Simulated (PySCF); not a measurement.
**Multinuclear NMR of C7H4F4O2**

Bonds (- single, = double, # triple, : aromatic): F1-C2, C2=C3, C3-C4, C4-O5, O5-C6, C6-C7, C7=C8, C8-O9, O9-C10, C10-F11, C10-F12, C10-F13, C6-C2, C8-C4. C3 carries H14; C4 carries H15; C6 carries H16; C7 carries H17. Stereochemistry as in FC1=C[C@@H]2O[C@H]1C=C2OC(F)(F)F.

- GIAO PBE0/pcSseg-1 shieldings
- geometry: GFN2-xTB
- run in PySCF 2.14.0 with density-fitted response routines
- non-relativistic Hamiltonian, a single conformation, gas phase, equivalent nuclei averaged

Task: Where does ¹⁹F resonate?

Result: 
```
      atoms                environment  σ (ppm)  δ (ppm)
F11/F12/F13  fluorine of an OCF3 group    247.0    -62.3
         F1           vinylic fluorine    290.1   -115.8
```

Shieldings were converted by a linear fit to measured shifts: ¹⁹F: δ = 146.13 − 0.903σ +14.6 on sp3 carbon (rms 6.0 ppm, 223 shifts, 7.0 ppm with the 5 outliers that the fit left out vs CFCl3, solution or neat liquid). A few per cent of atoms miss by over 2 rms, more outside the fitted compound classes.

On a 400 MHz spectrometer ¹⁹F resonates near 376.4 MHz, so 1 ppm is 376.4 Hz.

Task: Predict the ¹⁷O NMR data.

Result: 
| atoms | environment | σ (ppm) | δ (ppm) |
| --- | --- | --- | --- |
| O5 | ether oxygen | 113.0 | 163.7 |
| O9 | ether oxygen | 163.5 | 117.7 |

Shieldings were converted by a linear fit to measured shifts: ¹⁷O: δ = 266.70 − 0.911σ (rms 10.7 ppm, 155 shifts, 12.2 ppm with the 3 outliers that the fit left out vs liquid water, solution or neat liquid). Occasional misses reach two or three times the rms, and more in compound classes unlike the fitted ones.

On a 400 MHz spectrometer ¹⁷O resonates near 54.2 MHz, so 1 ppm is 54.2 Hz.
